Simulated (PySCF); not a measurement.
Job file and geometry (Å, from PBE0-D3(BJ)/def2-SVP) of a spin–spin coupling run on trimethyl arsine, C3H9As, B3LYP/pcJ-1 As:pcSseg-1 indirect spin-spin coupling, non-relativistic, gas phase in PySCF; density fitting, a coarse starting grid and PySCF grid level 2 are the driver's defaults:

```
{"job": {"kind": "j", "xc": "B3LYP", "basis": "pcJ-1"}, "charge": 0, "multiplicity": 1}
C     -0.405637     1.627991     0.367704
As    -0.172620    -0.187410     1.086046
C      1.601174    -0.528071     0.309023
C     -1.221107    -1.125471    -0.287568
H     -0.162610     1.673343    -0.705025
H      0.245222     2.325684     0.914837
H     -1.448115     1.946998     0.514211
H      1.621357    -0.303108    -0.768382
H      1.872069    -1.583042     0.462147
H      2.349616     0.094594     0.820886
H     -0.941987    -0.801139    -1.301827
H     -1.054313    -2.208998    -0.197577
H     -2.291829    -0.930401    -0.128516
```

Question: What does the program print?

Answer: 
```
coarse grid: 45120 points
cycle   1  E = -2355.3664305007  dE = -8.683e-01  |g| = 8.732e-01  |ddm| = 2.817e+00
cycle   2  E = -2355.3150575573  dE =  5.137e-02  |g| = 8.786e-01  |ddm| = 9.588e-01
cycle   3  E = -2355.4410540721  dE = -1.260e-01  |g| = 1.420e-01  |ddm| = 6.778e-01
cycle   4  E = -2355.4460009880  dE = -4.947e-03  |g| = 2.666e-02  |ddm| = 1.657e-01
cycle   5  E = -2355.4461966478  dE = -1.957e-04  |g| = 1.632e-03  |ddm| = 3.045e-02
cycle   6  E = -2355.4461972715  dE = -6.237e-07  |g| = 2.633e-04  |ddm| = 1.839e-03
final grid: 95048 points
cycle   7  E = -2355.4461681603  dE = -7.694e-08  |g| = 1.767e-04  |ddm| = 1.568e-03
cycle   8  E = -2355.4461681599  dE =  3.897e-10  |g| = 1.836e-04  |ddm| = 3.418e-04
cycle   9  E = -2355.4461681680  dE = -8.118e-09  |g| = 2.915e-05  |ddm| = 1.718e-04
cycle  10  E = -2355.4461681682  dE = -2.019e-10  |g| = 7.290e-06  |ddm| = 2.512e-05
converged SCF energy = -2355.4461681682

Indirect spin-spin couplings (Hz)
  i      j    bonds     total        FC       PSO       DSO        SD
  0 C    2 C    2     -0.633    -0.469    -0.145    -0.020         -
  0 C    3 C    2     -0.658    -0.494    -0.145    -0.020         -
  0 C    4 H    1    139.801   137.577     1.246     0.978         -
  0 C    5 H    1    138.310   136.021     1.342     0.947         -
  0 C    6 H    1    138.029   135.736     1.344     0.949         -
  0 C    7 H    3      4.509     4.455    -0.076     0.130         -
  0 C    8 H    3      9.352     9.648     0.290    -0.587         -
  0 C    9 H    3      0.489     0.494    -0.001    -0.004         -
  0 C   10 H    3      4.922     4.857    -0.084     0.150         -
  0 C   11 H    3      9.125     9.420     0.289    -0.583         -
  0 C   12 H    3      0.243     0.258     0.013    -0.028         -
  2 C    3 C    2     -0.666    -0.501    -0.145    -0.020         -
  2 C    4 H    3      4.917     4.852    -0.084     0.149         -
  2 C    5 H    3      0.254     0.269     0.013    -0.028         -
  2 C    6 H    3      9.153     9.448     0.289    -0.584         -
  2 C    7 H    1    139.811   137.588     1.246     0.978         -
  2 C    8 H    1    138.253   135.963     1.343     0.947         -
  2 C    9 H    1    138.096   135.804     1.344     0.949         -
  2 C   10 H    3      4.467     4.413    -0.075     0.129         -
  2 C   11 H    3      0.507     0.511    -0.001    -0.002         -
  2 C   12 H    3      9.350     9.646     0.291    -0.587         -
  3 C    4 H    3      4.490     4.436    -0.076     0.130         -
  3 C    5 H    3      9.350     9.646     0.291    -0.586         -
  3 C    6 H    3      0.498     0.502    -0.001    -0.003         -
  3 C    7 H    3      4.888     4.823    -0.084     0.149         -
  3 C    8 H    3      0.258     0.273     0.012    -0.027         -
  3 C    9 H    3      9.139     9.434     0.289    -0.584         -
  3 C   10 H    1    139.806   137.583     1.246     0.978         -
  3 C   11 H    1    138.057   135.764     1.344     0.949         -
  3 C   12 H    1    138.280   135.990     1.343     0.947         -
  4 H    5 H    2    -11.689   -12.684     2.795    -1.800         -
  4 H    6 H    2    -11.823   -12.821     2.788    -1.790         -
  4 H    7 H    4      0.419    -0.185    -1.381     1.986         -
  4 H    8 H    4     -0.678    -0.332     1.051    -1.397         -
  4 H    9 H    4     -0.214    -0.299     0.168    -0.083         -
  4 H   10 H    4      0.413    -0.192    -1.383     1.988         -
  4 H   11 H    4     -0.724    -0.372     1.022    -1.374         -
  4 H   12 H    4     -0.250    -0.284     0.285    -0.251         -
  5 H    6 H    2    -14.030   -15.037     2.792    -1.784         -
  5 H    7 H    4     -0.248    -0.283     0.282    -0.247         -
  5 H    8 H    4     -0.977    -0.423     1.175    -1.730         -
  5 H    9 H    4      0.180    -0.126    -0.650     0.956         -
  5 H   10 H    4     -0.681    -0.335     1.052    -1.398         -
  5 H   11 H    4      1.931     2.922     1.437    -2.428         -
  5 H   12 H    4     -0.982    -0.428     1.175    -1.729         -
  6 H    7 H    4     -0.721    -0.368     1.022    -1.375         -
  6 H    8 H    4      1.933     2.925     1.437    -2.429         -
  6 H    9 H    4     -0.901    -0.360     1.185    -1.726         -
  6 H   10 H    4     -0.214    -0.301     0.163    -0.076         -
  6 H   11 H    4     -0.897    -0.358     1.185    -1.725         -
  6 H   12 H    4      0.178    -0.129    -0.652     0.959         -
  7 H    8 H    2    -11.707   -12.702     2.794    -1.799         -
  7 H    9 H    2    -11.802   -12.799     2.789    -1.792         -
  7 H   10 H    4      0.410    -0.193    -1.377     1.980         -
  7 H   11 H    4     -0.214    -0.300     0.164    -0.078         -
  7 H   12 H    4     -0.687    -0.339     1.053    -1.400         -
  8 H    9 H    2    -14.024   -15.031     2.792    -1.785         -
  8 H   10 H    4     -0.249    -0.283     0.283    -0.249         -
  8 H   11 H    4      0.181    -0.128    -0.656     0.965         -
  8 H   12 H    4     -0.977    -0.424     1.174    -1.727         -
  9 H   10 H    4     -0.729    -0.375     1.023    -1.377         -
  9 H   11 H    4     -0.895    -0.356     1.184    -1.723         -
  9 H   12 H    4      1.926     2.918     1.438    -2.429         -
 10 H   11 H    2    -11.813   -12.810     2.788    -1.791         -
 10 H   12 H    2    -11.696   -12.691     2.794    -1.799         -
 11 H   12 H    2    -14.030   -15.037     2.791    -1.784         -
```

Size and cost of the density-fitted run: 212 basis functions, 32 s wall time on 1 thread of an x86-64 server CPU, shared host.
